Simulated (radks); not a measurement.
Q: The mean radii <r> (bohr) of the occupied orbitals of an atom or ion are listed with their occupations. Calculated with a radial shooting solver on a logarithmic mesh with Libxc functionals: scalar-relativistic Kohn-Sham, B86b exchange with PBE correlation, spin-polarised, spherical densities, finite nucleus; Fermi nuclear charge, rms radius of each element as measured or else 0.836 A^(1/3) + 0.57 fm.

orbital  occ.      <r>
1s          2  0.04700
2s          2   0.2100
2p          6   0.1837
3s          2   0.6236
3p          6   0.6455
3d         10   0.7168

Name the element and its charge. Open shells, if any, are filled with parallel spins first.

A: Z = 32, germanium, charge +4: Ge4+ in [Ar] 3d10. The 1s radius gives Z: for a bare nucleus <r> = (2 gamma + 1)/(2Z) with gamma = sqrt(1 - (Z/c)^2), 0.04601 bohr for Z = 32, and screening makes it slightly larger (0.04700 here). The occupations add up to 28, and the charge is Z minus that.
